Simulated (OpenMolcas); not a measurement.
**Cu2+: ligand-field states by method**

Cu2+ with 4 ligands (chloride) in square-planar coordination (D4h) at 2.33 Å. A charge of +0.5 e stands 2.8 Å behind each ligand. Ligand basis ANO-RCC-VDZP.
```
Cu    0.0000    0.0000    0.0000
Cl    2.3300    0.0000    0.0000
Cl    0.0000    2.3300    0.0000
Cl   -2.3300    0.0000    0.0000
Cl    0.0000   -2.3300    0.0000
```

* Program: OpenMolcas 26.06
* Basis: ANO-RCC-VDZP [5s4p2d1f]
* Scalar Hamiltonian: DKH2, point nucleus
* Active space: 9 electrons in 5 orbitals (3d)
* State averaging: 2S+1 = 2 even, 5 roots
* Spin-orbit coupling: RASSI with atomic mean-field integrals over the reference wave functions

I. CASSCF
II. SS-CASPT2, IPEA 0.25 Eh, imaginary shift 0.1 Eh (closed shells correlated: 3s 3p and the ligand valence shells)
III. SS-CASPT2, IPEA 0.5 Eh, imaginary shift 0.1 Eh (closed shells correlated: 3s 3p and the ligand valence shells)

Spin-free states (labels of D4, the rotations of D4h) in cm-1, each column counted from its own energy of the first state listed:

| State | Degeneracy | I | II | III |
| --- | --- | --- | --- | --- |
| 2B1 | 1 | 0 | 0 | 0 |
| 2B2 | 1 | 5751 | 9170 | 8920 |
| 2E | 2 | 7483 | 11020 | 10750 |
| 2A1 | 1 | 8062 | 11950 | 11650 |

From I to II, I's first state of the same spin (2B2) moves from 5751 to 9170 cm-1, by about +3400 cm-1.

χT at 300 K: I 0.59, II 0.52, III 0.52 cm3 K/mol.

Over all roots computed the reference weight is 0.74 in II, 0.74 in III; a low but even weight reflects the number of correlated electrons. Ligand-to-metal charge-transfer states are missing. With metal d orbitals alone and no dynamic correlation the field as a rule comes out too small, by tens of per cent, by up to half for chloride and softer ligands, and the orbital part of g and χT, which goes as 1/10Dq, too large (holds for I). A single d shell leaves out the double-shell effect, which counts most for late 3d ions, where the CASPT2 field can be off either way by tens of per cent (holds for II; III). Free-ion shares, where given, are those of the reference states; single-state CASPT2 does not remix them (holds for II; III). No measured value stands beside these numbers; the geometry is a model, was not optimised and need not be the one that this ion takes.
